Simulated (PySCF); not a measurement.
CaCl⁻: energy against distance

Set-up: PySCF, no relativity, basis sets Ca def2-SVPD, Cl def2-SVPD. Energies in eV from Ca + Cl⁻ in their ground configurations at the same level. State: ¹Σ⁺ (singlet), closed shell.

| R (Å) | r²SCANh | RHF-CCSD(T) | RHF-MP2 |
| --- | --- | --- | --- |
| 2.201 | -1.395 |  | -0.871 |
| 2.303 | -1.756 | -1.355 | -1.307 |
| 2.405 | -1.946 | -1.613 | -1.558 |
| 2.482 | -2.010 | -1.719 | -1.660 |
| 2.559 | -2.025 | -1.771 | -1.710 |
| 2.636 | -2.006 | -1.784 | -1.721 |
| 2.738 | -1.943 | -1.758 | -1.692 |
| 2.866 | -1.828 | -1.680 | -1.613 |
| 3.020 | -1.666 | -1.552 | -1.486 |
| 3.224 | -1.440 |  | -1.297 |

Put a parabola through the three lowest points of the r²SCANh curve and estimate Re, k and ωe (reduced mass 18.65 u; 1 eV/Å² = 0.16022 mdyn/Å; ωe = 1302.8·√(k/μ) cm⁻¹).

Through R = 2.482, 2.559, 2.636 Å the second-order coefficient is 2.87 eV/Å², so Re ≈ 2.554 Å, k ≈ 0.919 mdyn/Å and ωe ≈ 289 cm⁻¹. A polynomial fit of higher order to the unrounded r²SCANh energies gives Re = 2.550 Å, k = 0.975 mdyn/Å, ωe = 298 cm⁻¹; anharmonicity and rounding make the difference.

The higher-order fit for each curve: r²SCANh: Re = 2.550 Å, ωe = 298 cm⁻¹, De = 2.03 eV; RHF-CCSD(T): Re = 2.627 Å, ωe = 271 cm⁻¹, De = 1.78 eV; RHF-MP2: Re = 2.622 Å, ωe = 271 cm⁻¹, De = 1.72 eV.

Correlated steps freeze 10 core orbitals. Correlated levels converge slowly with the basis: in double zeta they bind strong bonds too weakly, by up to about 1 eV, and carry superposition errors of some tenths. For an ion De counts to the pair picked by the measured ionisation energies or electron affinities, which need not be the lowest pair at this level. The highest Kohn–Sham level is positive in this anion. Much of that is self-interaction error, but it also means that the finite basis helps to hold the extra electron.
